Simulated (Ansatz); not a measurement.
A short molecular-dynamics run on C2H6BF3S (`C[S+](C)[B-](F)(F)F`).

```yaml
crystal:
  periodic: [false, false, false]
  atoms:
    - {symbol: C, position_ang: [-0.530147, -1.504946, -0.396421]}
    - {symbol: S, position_ang: [0.246991, 0.031039, -0.891232]}
    - {symbol: C, position_ang: [1.620426, 0.113481, 0.255453]}
    - {symbol: B, position_ang: [-1.091630, 1.433158, 0.041234]}
    - {symbol: F, position_ang: [-0.440784, 2.605918, -0.136233]}
    - {symbol: F, position_ang: [-2.226605, 1.257991, -0.674126]}
    - {symbol: F, position_ang: [-1.146267, 0.992522, 1.326669]}
    - {symbol: H, position_ang: [-1.452012, -1.589300, -0.971161]}
    - {symbol: H, position_ang: [-0.765332, -1.473704, 0.667019]}
    - {symbol: H, position_ang: [0.124501, -2.344078, -0.629383]}
    - {symbol: H, position_ang: [2.097503, 1.081394, 0.104365]}
    - {symbol: H, position_ang: [1.251687, 0.044691, 1.278429]}
    - {symbol: H, position_ang: [2.332068, -0.682865, 0.040088]}
basis:
  gaussian: {orbitals: "6-31G*"}
hamiltonian: {xc: {name: BLYP}, dispersion: d3bj}
md: {timestep: 1 fs, n_steps: 20, ensemble: nvt_langevin, temperature: 1000, initial_velocities: maxwell_boltzmann, friction: 0.01, seed: 475}
```

```sh
$ ansatz run in.yaml --threads 4 --pin off --events-out ev --progress --plain --max-ram 11315MiB
```

```tsv
step	time (fs)	potential energy (eV)	kinetic (eV)	T (K)	conserved (eV)
0	0.0	-21836.3399	1.5511	923	–
1	1.0	-21836.0889	1.2659	753	–
2	2.0	-21835.7714	0.9054	539	–
3	3.0	-21835.7652	0.8851	527	–
4	4.0	-21835.9034	1.0095	601	–
5	5.0	-21835.9350	1.0920	650	–
6	6.0	-21835.8319	1.0191	606	–
7	7.0	-21835.6699	0.9545	568	–
8	8.0	-21835.5513	0.9126	543	–
9	9.0	-21835.6779	0.9253	551	–
10	10.0	-21836.0032	1.3171	784	–
11	11.0	-21836.1618	1.3503	804	–
12	12.0	-21835.9482	1.2463	742	–
13	13.0	-21835.6183	0.8989	535	–
14	14.0	-21835.5521	0.7796	464	–
15	15.0	-21835.7002	0.9105	542	–
16	16.0	-21835.7964	1.1075	659	–
17	17.0	-21835.7302	1.0022	596	–
18	18.0	-21835.5762	0.8337	496	–
19	19.0	-21835.4624	0.6608	393	–
20	20.0	-21835.5866	0.8483	505	–
```

Velocities are drawn at the set temperature; a run this short doesn't reach equilibrium.

Frames (Å, forces in eV/Å):

```xyz
13
time=0.0 fs
C    -0.530   -1.505   -0.396   -0.152   -0.474    0.085
S     0.247    0.031   -0.891   -0.107    0.536   -0.978
C     1.620    0.113    0.255    0.431   -0.036    0.262
B    -1.092    1.433    0.041   -0.196    0.239    0.052
F    -0.441    2.606   -0.136    0.461    0.601   -0.151
F    -2.227    1.258   -0.674   -0.586   -0.189   -0.467
F    -1.146    0.993    1.327    0.068   -0.378    0.721
H    -1.452   -1.589   -0.971   -0.296   -0.042   -0.137
H    -0.765   -1.474    0.667   -0.106   -0.002    0.328
H     0.125   -2.344   -0.629    0.160   -0.318   -0.040
H     2.098    1.081    0.104    0.149    0.293   -0.002
H     1.252    0.045    1.278   -0.096    0.005    0.331
H     2.332   -0.683    0.040    0.271   -0.235   -0.006
13
time=1.0 fs
C    -0.527   -1.512   -0.389   -0.964    0.959   -1.059
S     0.245    0.032   -0.893   -0.241    0.527   -1.021
C     1.613    0.108    0.243   -0.818   -1.757    2.439
B    -1.085    1.429    0.040   -0.310    0.426   -0.143
F    -0.443    2.610   -0.132    0.464    0.526   -0.196
F    -2.230    1.261   -0.668   -0.486   -0.206   -0.449
F    -1.138    0.995    1.321    0.058   -0.499    0.952
H    -1.469   -1.576   -0.931   -0.300   -0.048   -0.292
H    -0.757   -1.463    0.632   -0.275   -0.008    1.953
H     0.090   -2.316   -0.643    1.159   -1.643   -0.376
H     2.132    0.994    0.093    0.960    2.249   -0.328
H     1.243    0.062    1.342    0.501    0.042   -1.546
H     2.313   -0.693    0.031    0.250   -0.569    0.066
13
time=2.0 fs
C    -0.525   -1.517   -0.384   -1.655    1.777   -1.676
S     0.242    0.033   -0.895   -0.316    0.532   -1.068
C     1.606    0.100    0.233   -1.385   -2.579    3.504
B    -1.079    1.426    0.039   -0.410    0.606   -0.339
F    -0.445    2.614   -0.128    0.470    0.473   -0.245
F    -2.233    1.263   -0.663   -0.394   -0.224   -0.425
F    -1.129    0.996    1.316    0.038   -0.621    1.187
H    -1.494   -1.561   -0.896   -0.054   -0.054   -0.289
H    -0.750   -1.447    0.620   -0.265   -0.067    2.749
H     0.070   -2.304   -0.665    1.607   -2.321   -0.550
H     2.172    0.929    0.082    1.480    3.241   -0.527
H     1.238    0.078    1.387    0.751   -0.005   -2.473
H     2.296   -0.711    0.024    0.134   -0.758    0.152
13
time=3.0 fs
C    -0.524   -1.520   -0.381   -1.774    1.506   -1.408
S     0.239    0.034   -0.898   -0.332    0.538   -1.086
C     1.600    0.090    0.226   -0.705   -1.803    3.705
B    -1.073    1.423    0.038   -0.549    0.772   -0.551
F    -0.447    2.618   -0.124    0.476    0.425   -0.296
F    -2.237    1.265   -0.658   -0.267   -0.235   -0.384
F    -1.119    0.999    1.310    0.026   -0.740    1.425
H    -1.519   -1.545   -0.865    0.249   -0.088   -0.245
H    -0.748   -1.431    0.635    0.013   -0.225    2.186
H     0.068   -2.316   -0.695    1.137   -1.798   -0.299
H     2.226    0.898    0.071    0.945    2.519   -0.444
H     1.239    0.092    1.406    0.789   -0.072   -2.816
H     2.278   -0.736    0.023   -0.007   -0.799    0.214
13
time=4.0 fs
C    -0.526   -1.522   -0.380   -1.446    0.712   -0.552
S     0.236    0.035   -0.903   -0.296    0.534   -1.082
C     1.593    0.078    0.223    0.792   -0.418    3.369
B    -1.067    1.422    0.036   -0.749    0.869   -0.715
F    -0.450    2.623   -0.120    0.494    0.400   -0.348
F    -2.242    1.268   -0.653   -0.092   -0.237   -0.319
F    -1.110    1.001    1.306    0.026   -0.827    1.590
H    -1.538   -1.528   -0.839    0.427   -0.159   -0.231
H    -0.746   -1.415    0.672    0.378   -0.448    0.813
H     0.079   -2.346   -0.724    0.235   -0.653    0.201
H     2.289    0.892    0.062   -0.244    1.016   -0.245
H     1.249    0.109    1.398    0.664   -0.152   -2.729
H     2.260   -0.768    0.030   -0.189   -0.638    0.249
13
time=5.0 fs
C    -0.528   -1.523   -0.380   -0.953   -0.109    0.222
S     0.233    0.036   -0.907   -0.243    0.466   -1.071
C     1.588    0.065    0.221    2.377    0.661    2.606
B    -1.061    1.422    0.035   -0.944    0.882   -0.793
F    -0.453    2.627   -0.116    0.523    0.420   -0.396
F    -2.247    1.270   -0.650    0.073   -0.236   -0.248
F    -1.100    1.003    1.304    0.025   -0.873    1.666
H    -1.552   -1.511   -0.821    0.509   -0.237   -0.209
H    -0.741   -1.406    0.715    0.627   -0.632   -0.495
H     0.092   -2.387   -0.749   -0.621    0.526    0.690
H     2.353    0.899    0.053   -1.367   -0.349   -0.098
H     1.265    0.134    1.362    0.395   -0.246   -2.154
H     2.240   -0.810    0.043   -0.400   -0.270    0.280
13
time=6.0 fs
C    -0.531   -1.524   -0.380   -0.509   -0.661    0.678
S     0.230    0.039   -0.910   -0.132    0.336   -1.041
C     1.586    0.053    0.222    3.634    1.066    1.246
B    -1.057    1.424    0.033   -1.096    0.838   -0.810
F    -0.456    2.631   -0.113    0.555    0.467   -0.437
F    -2.251    1.272   -0.647    0.196   -0.230   -0.192
F    -1.090    1.003    1.302    0.022   -0.894    1.702
H    -1.556   -1.493   -0.811    0.431   -0.309   -0.190
H    -0.731   -1.405    0.749    0.694   -0.713   -1.293
H     0.095   -2.430   -0.765   -1.113    1.358    0.977
H     2.409    0.904    0.042   -2.047   -1.203   -0.033
H     1.286    0.162    1.305   -0.040   -0.264   -0.912
H     2.218   -0.859    0.060   -0.594    0.209    0.306
13
time=7.0 fs
C    -0.534   -1.525   -0.381   -0.128   -0.895    0.981
S     0.227    0.041   -0.914    0.048    0.211   -0.986
C     1.587    0.041    0.224    4.549    0.928   -0.956
B    -1.054    1.427    0.031   -1.187    0.761   -0.754
F    -0.459    2.634   -0.109    0.594    0.538   -0.486
F    -2.253    1.274   -0.644    0.248   -0.225   -0.179
F    -1.080    1.003    1.299    0.020   -0.908    1.719
H    -1.553   -1.474   -0.806    0.193   -0.375   -0.196
H    -0.710   -1.409    0.768    0.624   -0.727   -1.689
H     0.084   -2.461   -0.774   -1.269    1.780    1.053
H     2.447    0.899    0.031   -2.313   -1.617   -0.024
H     1.309    0.186    1.239   -0.704   -0.073    1.207
H     2.191   -0.906    0.080   -0.676    0.602    0.311
13
time=8.0 fs
C    -0.537   -1.527   -0.383    0.076   -0.869    1.083
S     0.225    0.044   -0.919    0.209    0.055   -0.918
C     1.593    0.028    0.224    4.955    0.596   -3.145
B    -1.051    1.429    0.028   -1.185    0.720   -0.609
F    -0.461    2.638   -0.106    0.622    0.580   -0.535
F    -2.253    1.277   -0.640    0.232   -0.236   -0.203
F    -1.068    1.003    1.297    0.013   -0.915    1.683
H    -1.551   -1.460   -0.803    0.018   -0.418   -0.156
H    -0.682   -1.420    0.774    0.469   -0.670   -1.773
H     0.066   -2.476   -0.772   -1.201    1.862    0.967
H     2.464    0.879    0.018   -2.274   -1.751   -0.049
H     1.326    0.209    1.184   -1.370    0.308    3.390
H     2.154   -0.948    0.104   -0.564    0.738    0.267
13
time=9.0 fs
C    -0.539   -1.530   -0.383   -0.005   -0.637    0.904
S     0.223    0.048   -0.923    0.340   -0.145   -0.825
C     1.603    0.014    0.221    4.403    0.607   -3.506
B    -1.049    1.429    0.026   -1.113    0.729   -0.417
F    -0.463    2.643   -0.102    0.617    0.555   -0.563
F    -2.252    1.280   -0.636    0.190   -0.254   -0.228
F    -1.058    1.002    1.298   -0.002   -0.894    1.573
H    -1.551   -1.452   -0.810    0.011   -0.451   -0.026
H    -0.653   -1.442    0.764    0.259   -0.511   -1.515
H     0.042   -2.475   -0.757   -0.944    1.638    0.702
H     2.459    0.847    0.002   -1.948   -1.684   -0.103
H     1.331    0.233    1.162   -1.537    0.485    3.827
H     2.110   -0.981    0.134   -0.271    0.562    0.177
13
time=10.0 fs
C    -0.542   -1.533   -0.382   -0.203   -0.112    0.611
S     0.222    0.051   -0.927    0.428   -0.353   -0.708
C     1.618   -0.001    0.215    2.732    1.095   -1.682
B    -1.050    1.430    0.024   -0.954    0.792   -0.200
F    -0.464    2.648   -0.100    0.562    0.445   -0.568
F    -2.252    1.282   -0.633    0.126   -0.269   -0.259
F    -1.049    1.000    1.300   -0.025   -0.842    1.414
H    -1.546   -1.449   -0.821   -0.073   -0.466    0.090
H    -0.626   -1.472    0.744    0.027   -0.270   -0.966
H     0.015   -2.457   -0.733   -0.460    1.011    0.253
H     2.432    0.806   -0.017   -1.238   -1.328   -0.220
H     1.323    0.265    1.177   -1.029    0.120    2.141
H     2.062   -1.008    0.165    0.107    0.179    0.093
13
time=11.0 fs
C    -0.544   -1.535   -0.382   -0.668    0.838    0.124
S     0.222    0.054   -0.931    0.470   -0.553   -0.585
C     1.636   -0.015    0.207    0.426    1.310    0.773
B    -1.051    1.429    0.021   -0.728    0.934    0.047
F    -0.465    2.655   -0.097    0.457    0.242   -0.565
F    -2.252    1.284   -0.629    0.054   -0.284   -0.303
F    -1.041    0.997    1.302   -0.051   -0.778    1.227
H    -1.541   -1.448   -0.834   -0.160   -0.455    0.203
H    -0.601   -1.508    0.716   -0.213    0.024   -0.028
H    -0.016   -2.427   -0.706    0.322   -0.131   -0.403
H     2.396    0.755   -0.039   -0.081   -0.510   -0.440
H     1.303    0.303    1.215   -0.219   -0.523   -0.101
H     2.017   -1.035    0.195    0.391   -0.114    0.051
13
time=12.0 fs
C    -0.547   -1.535   -0.381   -1.491    2.076   -0.652
S     0.223    0.057   -0.935    0.491   -0.748   -0.447
C     1.653   -0.028    0.201   -1.808    0.789    2.526
B    -1.052    1.426    0.017   -0.466    1.153    0.328
F    -0.465    2.662   -0.095    0.341   -0.011   -0.564
F    -2.253    1.286   -0.625   -0.048   -0.313   -0.375
F    -1.035    0.994    1.303   -0.071   -0.722    1.033
H    -1.543   -1.453   -0.845   -0.068   -0.420    0.377
H    -0.578   -1.548    0.683   -0.430    0.311    1.261
H    -0.047   -2.396   -0.681    1.282   -1.592   -1.186
H     2.368    0.702   -0.070    1.279    0.606   -0.724
H     1.279    0.333    1.255    0.452   -0.945   -1.578
H     1.979   -1.062    0.229    0.537   -0.183   -0.001
13
time=13.0 fs
C    -0.550   -1.533   -0.381   -2.042    2.862   -1.172
S     0.224    0.059   -0.939    0.488   -0.943   -0.304
C     1.668   -0.041    0.197   -3.317    0.048    3.447
B    -1.055    1.423    0.011   -0.142    1.375    0.669
F    -0.466    2.668   -0.094    0.241   -0.243   -0.571
F    -2.252    1.289   -0.621   -0.227   -0.356   -0.488
F    -1.029    0.992    1.304   -0.086   -0.673    0.828
H    -1.547   -1.464   -0.852    0.000   -0.351    0.519
H    -0.556   -1.588    0.662   -0.572    0.519    2.123
H    -0.069   -2.381   -0.667    1.931   -2.568   -1.759
H     2.356    0.656   -0.114    2.263    1.402   -0.932
H     1.260    0.351    1.280    0.894   -1.084   -2.276
H     1.948   -1.092    0.264    0.569    0.011   -0.085
13
time=14.0 fs
C    -0.554   -1.530   -0.383   -1.686    2.247   -1.089
S     0.225    0.061   -0.943    0.469   -1.125   -0.153
C     1.680   -0.054    0.197   -3.563    0.108    3.532
B    -1.058    1.423    0.006    0.169    1.513    1.010
F    -0.468    2.675   -0.093    0.170   -0.393   -0.584
F    -2.252    1.294   -0.617   -0.420   -0.394   -0.606
F    -1.023    0.991    1.305   -0.096   -0.623    0.631
H    -1.551   -1.475   -0.855   -0.058   -0.275    0.556
H    -0.542   -1.624    0.664   -0.626    0.674    1.901
H    -0.074   -2.390   -0.669    1.726   -2.119   -1.741
H     2.365    0.625   -0.167    2.224    1.223   -0.755
H     1.252    0.360    1.285    1.140   -1.076   -2.509
H     1.928   -1.117    0.297    0.551    0.240   -0.194
13
time=15.0 fs
C    -0.561   -1.525   -0.385   -0.683    0.565   -0.632
S     0.226    0.064   -0.948    0.432   -1.298    0.004
C     1.688   -0.066    0.200   -2.804    0.968    2.836
B    -1.060    1.426    0.003    0.400    1.565    1.297
F    -0.469    2.681   -0.092    0.125   -0.481   -0.583
F    -2.253    1.300   -0.612   -0.566   -0.420   -0.691
F    -1.019    0.990    1.307   -0.097   -0.558    0.438
H    -1.557   -1.487   -0.850   -0.152   -0.211    0.506
H    -0.537   -1.655    0.684   -0.621    0.841    0.922
H    -0.061   -2.420   -0.683    0.875   -0.617   -1.256
H     2.393    0.608   -0.224    1.319    0.295   -0.100
H     1.252    0.358    1.270    1.237   -0.937   -2.419
H     1.915   -1.134    0.331    0.536    0.288   -0.322
13
time=16.0 fs
C    -0.571   -1.520   -0.388    0.383   -1.065    0.030
S     0.226    0.066   -0.953    0.381   -1.449    0.129
C     1.693   -0.078    0.206   -1.678    1.719    1.517
B    -1.062    1.431    0.000    0.556    1.527    1.566
F    -0.470    2.687   -0.092    0.086   -0.530   -0.577
F    -2.254    1.306   -0.607   -0.644   -0.425   -0.736
F    -1.013    0.988    1.310   -0.096   -0.469    0.216
H    -1.567   -1.502   -0.839   -0.274   -0.147    0.385
H    -0.538   -1.681    0.714   -0.588    1.008   -0.240
H    -0.039   -2.456   -0.704   -0.004    0.834   -0.704
H     2.433    0.593   -0.282    0.208   -0.674    0.746
H     1.259    0.340    1.232    1.159   -0.577   -1.879
H     1.908   -1.146    0.362    0.512    0.246   -0.452
13
time=17.0 fs
C    -0.581   -1.515   -0.391    1.223   -2.135    0.605
S     0.226    0.069   -0.957    0.356   -1.558    0.230
C     1.699   -0.087    0.215   -0.595    1.727   -0.333
B    -1.063    1.439   -0.001    0.548    1.371    1.763
F    -0.470    2.692   -0.090    0.073   -0.514   -0.565
F    -2.257    1.311   -0.604   -0.592   -0.403   -0.715
F    -1.008    0.984    1.313   -0.089   -0.360   -0.006
H    -1.577   -1.518   -0.828   -0.425   -0.081    0.246
H    -0.541   -1.700    0.741   -0.550    1.127   -1.151
H    -0.017   -2.485   -0.728   -0.622    1.763   -0.272
H     2.474    0.572   -0.334   -0.593   -1.219    1.428
H     1.273    0.316    1.177    0.792    0.090   -0.663
H     1.904   -1.155    0.390    0.475    0.192   -0.565
13
time=18.0 fs
C    -0.587   -1.512   -0.393    1.634   -2.600    0.791
S     0.227    0.072   -0.961    0.346   -1.622    0.323
C     1.707   -0.095    0.225    0.486    0.951   -2.609
B    -1.060    1.449    0.001    0.355    1.105    1.824
F    -0.471    2.696   -0.089    0.100   -0.416   -0.538
F    -2.261    1.316   -0.600   -0.413   -0.362   -0.628
F    -1.004    0.978    1.316   -0.069   -0.246   -0.183
H    -1.587   -1.528   -0.816   -0.468   -0.031    0.150
H    -0.547   -1.711    0.755   -0.477    1.169   -1.587
H     0.000   -2.494   -0.757   -0.966    2.162    0.032
H     2.510    0.536   -0.367   -1.008   -1.335    1.801
H     1.290    0.298    1.117    0.078    1.025    1.238
H     1.903   -1.164    0.411    0.402    0.202   -0.614
13
time=19.0 fs
C    -0.592   -1.510   -0.394    1.669   -2.589    0.593
S     0.228    0.075   -0.966    0.318   -1.642    0.402
C     1.714   -0.103    0.232    1.438   -0.282   -4.680
B    -1.057    1.459    0.005    0.095    0.813    1.767
F    -0.470    2.700   -0.088    0.138   -0.291   -0.499
F    -2.264    1.319   -0.596   -0.186   -0.310   -0.513
F    -1.000    0.974    1.319   -0.045   -0.145   -0.292
H    -1.599   -1.534   -0.801   -0.378    0.018    0.083
H    -0.558   -1.710    0.753   -0.355    1.110   -1.572
H     0.010   -2.479   -0.787   -1.116    2.167    0.247
H     2.535    0.488   -0.380   -1.115   -1.177    1.882
H     1.306    0.292    1.068   -0.745    1.982    3.185
H     1.903   -1.177    0.425    0.283    0.346   -0.603
13
time=20.0 fs
C    -0.596   -1.510   -0.391    1.247   -2.151    0.068
S     0.229    0.078   -0.970    0.288   -1.639    0.486
C     1.721   -0.110    0.236    1.368   -1.041   -4.921
B    -1.053    1.469    0.012   -0.175    0.551    1.601
F    -0.469    2.705   -0.088    0.169   -0.184   -0.444
F    -2.266    1.323   -0.593    0.047   -0.253   -0.381
F    -0.996    0.970    1.321   -0.025   -0.058   -0.327
H    -1.616   -1.543   -0.791   -0.074    0.089    0.108
H    -0.573   -1.697    0.739   -0.219    0.970   -1.189
H     0.009   -2.441   -0.809   -1.031    1.802    0.331
H     2.545    0.429   -0.373   -0.851   -0.778    1.627
H     1.316    0.307    1.051   -0.886    2.193    3.577
H     1.903   -1.191    0.435    0.141    0.499   -0.534
```

Run time 22 s (4 threads of an Intel Xeon Platinum 8488C on a shared host); peak host memory 0.18 GiB.
